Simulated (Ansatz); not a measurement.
The same molecule with X = B, Al, Ga. Ansatz, PBE0-D4/def2-TZVP geometries, multiplicity 1. Each molecule was computed in one conformer, which needn't be the lowest.

Scalar relativity is left out up to krypton.

```
 X                       molecule  mean X–Cl bond length / Å  mean X–P bond length / Å  HOMO energy (PBE/def2-TZVPP) / eV  LUMO energy (B3LYP/def2-TZVPP) / eV  HOMO–LUMO gap (ωB97M-V/def2-TZVPP) / eV
 B         `[PH3+][B-](Cl)(Cl)Cl`                      1.823                     1.991                              -6.79                                -0.56                                    12.02
Ga  `[PH3+][Ga-]([Cl])([Cl])[Cl]`                      2.153                     2.487                              -7.24                                -1.19                                    11.91
```

Question: Give the row for X = Al, `[PH3+][Al-]([Cl])([Cl])[Cl]`. (Estimate.)

Answer: Ansatz gave: 
| X | molecule | mean X–Cl bond length / Å | mean X–P bond length / Å | HOMO energy (PBE/def2-TZVPP) / eV | LUMO energy (B3LYP/def2-TZVPP) / eV | HOMO–LUMO gap (ωB97M-V/def2-TZVPP) / eV |
| --- | --- | --- | --- | --- | --- | --- |
| Al | `[PH3+][Al-]([Cl])([Cl])[Cl]` | 2.106 | 2.476 | -7.23 | -0.98 | 12.05 |

From B to Ga the mean X–Cl bond length rises at each step, by 0.330 Å in all; the mean X–P bond length rises at each step, by 0.496 Å in all; the HOMO energy (PBE/def2-TZVPP) falls at each step, by 0.45 eV in all; the LUMO energy (B3LYP/def2-TZVPP) falls at each step, by 0.63 eV in all; the HOMO–LUMO gap (ωB97M-V/def2-TZVPP) isn't monotonic: highest at Al, lowest at Ga.

B3LYP here is the variant with VWN-RPA as its local correlation; programs differ in this.
